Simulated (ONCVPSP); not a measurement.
# Transferability test, ONCV potential for P (Z = 15)

P, optimised norm-conserving Vanderbilt (ONCV), made with ONCVPSP 4.0.1 (LDA (Perdew-Wang 92), fully relativistic). Core [Ne], reference 3s1.5 3p3.5. Waves: 3s: rc 1.70 bohr, ncon 4, nbas 8, qcut 3.6 1/bohr, 2 projectors, debl 3.8 Ha; 3p: rc 2.00 bohr, ncon 4, nbas 7, qcut 4.2 1/bohr, 2 projectors, debl 2.8 Ha; d scattering state at 0.04 Ha: rc 1.75 bohr, ncon 5, nbas 9, qcut 6.4 1/bohr, 2 projectors, debl 3 Ha. Local part: polynomial inside 1.15 bohr (lpopt 5, dvloc0 0 Ha). Core correction: Teter function, fcfact 2.75, rcfact 1.6.

Open shells are filled in proportion to 2j + 1.

Energies are relative to the spin-unpolarised reference configuration 3s1.5 3p3.5; without spin polarisation the order of configurations can differ from experiment.

Q: Give the all-electron excitation energy and the error of the potential for: 3s2 3p3; 3s2 3p2; 3s2 3p1; 3s2 3p0.

A:

```
valence configuration  charge  ΔE all-electron (eV)  error AE − PS (meV)
              3s2 3p3       0                -4.230                 -0.9
              3s2 3p2      +1                 5.585                 +0.4
              3s2 3p1      +2                24.830                 +6.3
              3s2 3p0      +3                54.719                  +22
```
